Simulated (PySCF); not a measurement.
C₃H₄AlF.
Geometry (PBE0-D3(BJ)/def2-SVP, Å), atoms numbered from 1 in this order:
```xyz
9
C3H4AlF angstrom
C     -1.988   -0.406   -0.069
C     -0.569   -0.114   -0.022
C      0.632    0.121    0.019
Al     2.474    0.537    0.059
F      3.518   -0.538    0.787
H     -2.586    0.508    0.073
H     -2.270   -1.126    0.715
H     -2.264   -0.841   -1.043
H      3.110    1.840   -0.551
```

Method used: EOM-IP-CCSD/aug-cc-pVDZ in PySCF, restricted Hartree–Fock reference, 9 core orbitals frozen, non-relativistic, gas phase, PBE0-D3(BJ)/def2-SVP geometry.

The vertical ionisation energies are 10.39, 10.50, 11.99, 14.05, 14.57, 14.66, 15.26, 15.27 eV.

Q: Which Hartree–Fock orbital leads each hole, and what is its Koopmans value −ε?

A: 
```json
{"leading hole (HF orbital)": "HOMO", "Koopmans (eV)": "10.50", "EOM-IP-CCSD (eV)": "10.39", "change (eV)": "-0.11", "one-hole share": "0.96"}
{"leading hole (HF orbital)": "HOMO-1", "Koopmans (eV)": "10.57", "EOM-IP-CCSD (eV)": "10.50", "change (eV)": "-0.07", "one-hole share": "0.96"}
{"leading hole (HF orbital)": "HOMO-2", "Koopmans (eV)": "12.77", "EOM-IP-CCSD (eV)": "11.99", "change (eV)": "-0.78", "one-hole share": "0.94"}
{"leading hole (HF orbital)": "HOMO-3", "Koopmans (eV)": "15.71", "EOM-IP-CCSD (eV)": "14.05", "change (eV)": "-1.66", "one-hole share": "0.93"}
{"leading hole (HF orbital)": "HOMO-6", "Koopmans (eV)": "16.64", "EOM-IP-CCSD (eV)": "14.57", "change (eV)": "-2.07", "one-hole share": "0.94"}
{"leading hole (HF orbital)": "HOMO-7", "Koopmans (eV)": "16.79", "EOM-IP-CCSD (eV)": "14.66", "change (eV)": "-2.13", "one-hole share": "0.94"}
{"leading hole (HF orbital)": "HOMO-4", "Koopmans (eV)": "16.30", "EOM-IP-CCSD (eV)": "15.26", "change (eV)": "-1.04", "one-hole share": "0.95"}
{"leading hole (HF orbital)": "HOMO-5", "Koopmans (eV)": "16.32", "EOM-IP-CCSD (eV)": "15.27", "change (eV)": "-1.05", "one-hole share": "0.95"}
```

Q: Does the order of the lines follow the orbital energies?

A: No: the HOMO-6 hole (14.57 eV) falls below the HOMO-4 hole (15.26 eV); the HOMO-6 hole (14.57 eV) falls below the HOMO-5 hole (15.27 eV); the HOMO-7 hole (14.66 eV) falls below the HOMO-4 hole (15.26 eV); the HOMO-7 hole (14.66 eV) falls below the HOMO-5 hole (15.27 eV). The corrections run from -2.13 to -0.07 eV, with a mean of -1.11 eV over the 8 lines; no line lies above its Koopmans value. Koopmans values leave out both the relaxation of the orbitals and the change in correlation energy.

Q: At what kinetic energies would He I light (21.22 eV) eject these electrons?

A: 10.83 eV (HOMO), 10.72 eV (HOMO-1), 9.23 eV (HOMO-2), 7.17 eV (HOMO-3), 6.65 eV (HOMO-6), 6.56 eV (HOMO-7), 5.96 eV (HOMO-4), 5.95 eV (HOMO-5).

Q: What total energy has the lowest final state, and which wavelength reaches it?

A: E(CCSD) + ionisation energy = -458.05666 + 0.38177 = -457.67489 Eh, at the geometry of the initial state. The threshold wavelength is 1239.84 eV nm/10.39 eV = 119.3 nm.

Lines less than 0.15 eV apart could change places at a higher level. One root was sought for each valence orbital with −ε under 21 eV, eight at most, so deeper holes and satellites are missing; no vibrational structure.
